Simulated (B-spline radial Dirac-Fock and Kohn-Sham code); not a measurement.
**Energy-loss ionisation edge L1 of Ne**

System: neutral neon, configuration 1s2 2s2 2p6. These are calculated numbers from a B-spline atomic structure program; the model is the first Born approximation with generalised oscillator strengths from a Dirac-Hartree-Slater potential (longitudinal and transverse terms; continuum final states only, so no white lines or fine structure). The edge is taken at 42.10 eV (orbital energy of the model).

Input file task.json (cfg lists n, l and occupation; rrms is the nuclear radius in fm):

```json
{"items": [{
  "Z": 10,
  "q": 0,
  "cfg": [[1, 0, 2], [2, 0, 2], [2, 1, 6]],
  "A": 20,
  "rrms": 3.0055,
  "do": "eels",
  "beams": [[60, 5], [60, 100], [80, 10], [80, 50], [100, 5], [100, 10], [100, 100], [120, 5], [120, 10], [120, 100], [200, 5], [300, 20], [300, 50], [300, 100]]
}]}
```

Run with: `python xray2_run.py task.json out`

Partial cross sections σ(β, Δ) in barn, integrated over a window Δ above the edge and up to the collection semi-angle β, for parallel illumination:

| E₀ (kV) | β (mrad) | Δ = 25 eV | Δ = 50 eV | Δ = 100 eV | Δ = 200 eV | Δ = 300 eV |
| --- | --- | --- | --- | --- | --- | --- |
| 60 | 5 | 11600 | 20400 | 28500 | 32800 | 33700 |
| 60 | 100 | 26000 | 48600 | 74300 | 92500 | 98900 |
| 80 | 10 | 13700 | 24400 | 34800 | 40800 | 42300 |
| 80 | 50 | 20900 | 39100 | 59500 | 73100 | 76900 |
| 100 | 5 | 9420 | 16700 | 23700 | 27600 | 28500 |
| 100 | 10 | 12400 | 22100 | 31700 | 37200 | 38600 |
| 100 | 100 | 17900 | 33600 | 51300 | 63900 | 68300 |
| 120 | 5 | 8780 | 15600 | 22200 | 26000 | 26900 |
| 120 | 10 | 11500 | 20500 | 29400 | 34600 | 36000 |
| 120 | 100 | 15900 | 29700 | 45400 | 56600 | 60500 |
| 200 | 5 | 7430 | 13300 | 19100 | 22500 | 23400 |
| 300 | 20 | 9610 | 18000 | 27200 | 33100 | 34700 |
| 300 | 50 | ? | ? | ? | ? | ? |
| 300 | 100 | 9710 | 18200 | 27800 | 34600 | 37000 |

Problem. Give the row for 300 kV and 50 mrad.

Solution. 9710 b for 25 eV, 18200 b for 50 eV, 27800 b for 100 eV, 34600 b for 200 eV, 37000 b for 300 eV.
